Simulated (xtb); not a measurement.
BF, charge -1, doublet, at a GFN2-xTB geometry (the spin is typed, not shown lowest); GFN2-xTB run with xtb.

Input for xtb:
```
$ xtb mol.xyz --gfn 2 --chrg -1 --uhf 1 --etemp 10000 --json

# file mol.xyz
2

B     -0.00000000    -0.00000000    -1.05967647
F      0.00000000     0.00000000     0.58870915
```

What the program printed (banner, timings and long lists left out):

```
   ID    Z sym.   atoms
    1    5 B      1
    2    9 F      2

           -------------------------------------------------
          |                Calculation Setup                |
           -------------------------------------------------

           -------------------------------------------------
          |                 G F N 2 - x T B                 |
           -------------------------------------------------

          ...................................................
          :                      SETUP                      :
          :.................................................:
          :  # basis functions                   8          :
          :  # atomic orbitals                   8          :
          :  # shells                            4          :
          :  # electrons                        11          :
          :  max. iterations                   250          :
          :  Hamiltonian                  GFN2-xTB          :
          :  restarted?                      false          :
          :  GBSA solvation                  false          :
          :  PC potential                    false          :
          :  electronic temp.        10000.0000000     K    :
          :  accuracy                    1.0000000          :
          :  -> integral cutoff          0.2500000E+02      :
          :  -> integral neglect         0.1000000E-07      :
          :  -> SCF convergence          0.1000000E-05 Eh   :
          :  -> wf. convergence          0.1000000E-03 e    :
          :  Broyden damping             0.4000000          :
          :  net charge                         -1          :
          :  unpaired electrons                  1          :
          ...................................................

 iter      E             dE          RMSdq      gap      omega  full diag
   1     -5.9688347 -0.596883E+01  0.974E+00    0.00       0.0  T
   2     -5.9733346 -0.449999E-02  0.643E+00    0.00       1.0  T
   3     -5.9736121 -0.277419E-03  0.111E+00    0.00       1.0  T
   4     -5.9738115 -0.199454E-03  0.412E-01    0.00       1.0  T
   5     -5.9738177 -0.619131E-05  0.154E-01    0.00       1.0  T
   6     -5.9738179 -0.240719E-06  0.176E-02    0.00       4.0  T
   7     -5.9738179 -0.196060E-08  0.311E-03    0.00      22.8  T
   8     -5.9738179 -0.852766E-09  0.220E-04    0.00     322.1  T
   9     -5.9738179 -0.154765E-10  0.230E-04    0.00     308.0  T

   *** convergence criteria satisfied after 9 iterations ***

         :::::::::::::::::::::::::::::::::::::::::::::::::::::
         ::                     SUMMARY                     ::
         :::::::::::::::::::::::::::::::::::::::::::::::::::::
         :: total energy              -5.973101823659 Eh    ::
         :: gradient norm              0.010309422306 Eh/a0 ::
         :: HOMO-LUMO gap              0.000000000000 eV    ::
         ::.................................................::
         :: SCC energy                -5.973817946083 Eh    ::
         :: -> isotropic ES            0.252526131214 Eh    ::
         :: -> anisotropic ES         -0.005768344678 Eh    ::
         :: -> anisotropic XC         -0.004100397278 Eh    ::
         :: -> dispersion             -0.000384117625 Eh    ::
         :: repulsion energy           0.000716122424 Eh    ::
         :: add. restraining           0.000000000000 Eh    ::
         :: total charge              -1.000000000019 e     ::
         :::::::::::::::::::::::::::::::::::::::::::::::::::::

           -------------------------------------------------
          |                Property Printout                |
           -------------------------------------------------

    * Orbital Energies and Occupations

         #    Occupation            Energy/Eh            Energy/eV
      -------------------------------------------------------------
         1        2.0000           -0.3795696             -10.3286
         2        1.9993           -0.1161364              -3.1602
         3        1.9988           -0.1011546              -2.7526
         4        1.9988           -0.1011546              -2.7526
         5        1.7062            0.0821453               2.2353
         6        0.6477            0.1778960               4.8408 (HOMO)
         7        0.6477            0.1778960               4.8408 (LUMO)
         8        0.0014            0.3923226              10.6756
      -------------------------------------------------------------
                  HL-Gap            0.0000000 Eh            0.0000 eV
             Fermi-level            0.1486632 Eh            4.0453 eV

     #   Z          covCN         q      C6AA      α(0)
     1   5 B        0.653    -0.303    92.292    20.237
     2   9 F        0.653    -0.697    17.920     4.996

 Mol. C6AA /au·bohr⁶  :        180.693216
 Mol. C8AA /au·bohr⁸  :       5824.516900
 Mol. α(0) /au        :         25.233652

Wiberg/Mayer (AO) data.
largest (>0.10) Wiberg bond orders for each atom

 ---------------------------------------------------------------------------
     #   Z sym  total        # sym  WBO       # sym  WBO       # sym  WBO
 ---------------------------------------------------------------------------
     1   5 B    0.505 --     2 F    0.505
     2   9 F    0.505 --     1 B    0.505
 ---------------------------------------------------------------------------

Topologies differ in total number of bonds
Writing topology from bond orders to xtbtopo.mol

molecular dipole:
                 x           y           z       tot (Debye)
 q only:        0.000       0.000      -0.168
   full:       -0.000      -0.000       0.708       1.798
molecular quadrupole (traceless):
                xx          xy          yy          xz          yz          zz
 q only:        1.039       0.000       1.039       0.000       0.000      -2.079
  q+dip:        2.901       0.000       2.901      -0.000      -0.000      -5.802
   full:        2.933      -0.000       2.933      -0.000      -0.000      -5.866

           -------------------------------------------------
          | TOTAL ENERGY               -5.973101823659 Eh   |
          | GRADIENT NORM               0.010309422306 Eh/α |
          | HOMO-LUMO GAP               0.000000000000 eV   |
           -------------------------------------------------

normal termination of xtb
```
